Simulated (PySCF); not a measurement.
## Dipole moment and polarisability of `C=C1C[C@@H](CCl)[Si@@H]1F`

Compound: C5H8ClFSi.
Structure used (GFN2-xTB), in Å, numbered top down from 1:
```xyz
16
C5H8ClFSi angstrom
C     -2.588   -0.453   -0.297
C     -1.351   -0.139    0.049
C     -0.185   -1.074    0.304
C      0.862   -0.028    0.767
C      2.130   -0.054   -0.058
Cl     3.143    1.367    0.317
Si    -0.363    1.421    0.457
F     -0.824    2.192    1.800
H     -3.343    0.300   -0.447
H     -2.900   -1.477   -0.439
H      0.125   -1.591   -0.605
H     -0.406   -1.826    1.060
H      1.125   -0.166    1.817
H      2.738   -0.937    0.146
H      1.910   -0.002   -1.125
H     -0.080    2.477   -0.489
```

Level: B3LYP/def2-SVPD (PySCF), static field, nuclei fixed, core orbitals frozen in the response. The polarisability tensor in these axes (au):

```
x   119.50  11.08   6.21
y    11.08  97.26   3.06
z     6.21   3.06  75.34
```

Task: What are the eigenvalues, a third of the trace, and Δα (Δα² = ½Σ(αi − αj)² over the three pairs)?

Result: Principal values 74.37, 92.69 and 125.04 au; mean 97.36 au = 14.43 Å³ = 16.05 × 10⁻⁴⁰ C²·m²/J; Δα = 44.43 au (46 % of the mean).

Task: What is the dipole moment, and where does it point?

Result: (-1.03, -2.57, -1.54) D, 3.17 D in size, pointing from the negative to the positive side. Measured along this direction, the outermost atoms are F8 and Cl6 at the negative end and H10 at the positive end.

Task: Form Σ f/ω² (atomic units) for the 8 lowest TDDFT singlets, given as eV and f, and set it beside the mean polarisability, which is this sum over all singlets: 5.54, 0.0038; 5.85, 0.0205; 6.20, 0.0828; 6.23, 0.1237; 6.39, 0.0095; 6.89, 0.0841; 6.99, 0.0133; 7.09, 0.0087.

Result: They add up to 6.31 au, 6.5 % of the 97.36 au; the largest single term is 2.36 au, from the state at 6.23 eV. Terms in order: 0.09, 0.44, 1.60, 2.36, 0.17, 1.31, 0.20, 0.13 au. Higher excitations give the rest. The strengths listed sum to 0.346.

Task: Along which axes do the principal values lie, and how far do the nuclei extend along each?

Result: Largest value along (0.91, 0.38, 0.14), where the nuclei span 6.71 Å; middle along (-0.39, 0.92, 0.02), 4.30 Å; least along (-0.12, -0.08, 0.99), 3.05 Å. The response follows the extents in order.

Task: Estimate the molar refractivity from the static electronic polarisability.

Result: Lorentz–Lorenz: R = (4π/3)N_A α = 2.5225 cm³/(mol·Å³) × 14.43 Å³ = 36.4 cm³/mol, in the limit of long wavelengths.

Isolated species at its GFN2-xTB geometry (one conformer only).

These values come from a run that also computed excited states. Time: 3.3 min wall, 2.0 min CPU; peak memory 0.95 GiB. Hardware: one thread, Intel Xeon at 2.50 GHz (x86_64), on a shared host.
